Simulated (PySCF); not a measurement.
Compound: C₄H₉BN₂.
Numbering: `[CH:1]#[C:2][B:3]([NH2:4])[N:5]([CH3:6])[CH3:7]` (hydrogens: H8 on C1; H9, H10 on N4; H11, H12, H13 on C6; H14, H15, H16 on C7)

Geometry (PBE0-D3(BJ)/def2-SVP, Å), atoms numbered from 1 in this order:
```
atom  x, y, z in Å
C1     2.6065   -1.2237   -1.2793
C2     1.7929   -0.5894   -0.6334
B3     0.7872    0.2354    0.2144
N4     1.3315    1.1799    1.1175
N5    -0.6078    0.0124    0.0582
C6    -1.1571   -0.8932   -0.9165
C7    -1.6068    0.7013    0.8271
H8     3.3221   -1.7815   -1.8557
H9     0.7916    1.8181    1.6825
H10    2.3296    1.2933    1.2086
H11   -1.7820   -1.6707   -0.4373
H12   -0.3508   -1.3925   -1.4682
H13   -1.7980   -0.3641   -1.6475
H14   -2.3180   -0.0123    1.2831
H15   -2.2008    1.4019    0.2088
H16   -1.1584    1.2756    1.6486
```

Level of theory: TDDFT wB97X-D/def2-SVPD, vertical, gas phase, core orbitals frozen in the response (PySCF 2.14.0, density-fitted response routines).

Transition dipole moments from the ground state, in atomic units and in the frame of the coordinates above (overall signs are arbitrary), for the states with f of 0.002 or more among the lowest 10:

| state | E (eV) | μx | μy | μz |
| --- | --- | --- | --- | --- |
| S2 | 6.099 | -0.962 | 0.113 | -0.185 |
| S3 | 6.113 | 0.551 | 0.284 | -0.249 |
| S4 | 6.410 | -0.239 | -0.362 | -0.354 |
| S6 | 6.918 | -0.049 | -0.112 | 0.014 |
| S7 | 7.296 | 0.013 | -0.113 | 0.083 |
| S10 | 7.801 | 0.423 | 0.368 | 0.362 |

What oscillator strength does each state have?

f = (2/3) ΔE |μ|² with ΔE in hartree (27.2114 eV).

```
state  |μ|² (au)  |μ| (D)      f
   S2      0.972     2.51  0.145
   S3      0.447     1.70  0.067
   S4      0.314     1.42  0.049
   S6      0.015     0.31  0.003
   S7      0.020     0.36  0.004
  S10      0.446     1.70  0.085
```

Which bond between heavy atoms lies closest to the direction of the S2 transition dipole?

B3–N5, at 16° from it; next N5–C7 at 51°.

What angle do the transition dipoles of S3 and S4 make?

|cos θ| = |μa·μb| / (|μa| |μb|) = 0.39, so θ ≈ 67° (taken between 0 and 90°, since the signs are arbitrary).

What peak molar absorption coefficient would the strongest computed level give as a lone Gaussian band 0.4 eV wide at half height?

ε(max) = 2.175×10⁸ f / FWHM, with the width in cm⁻¹. S2: 2.175×10⁸ × 0.1452 / 3226 ≈ 9800 L mol⁻¹ cm⁻¹.

The vertical ionisation energy (ΔSCF) is 8.34 eV, 0.54 eV above S10.
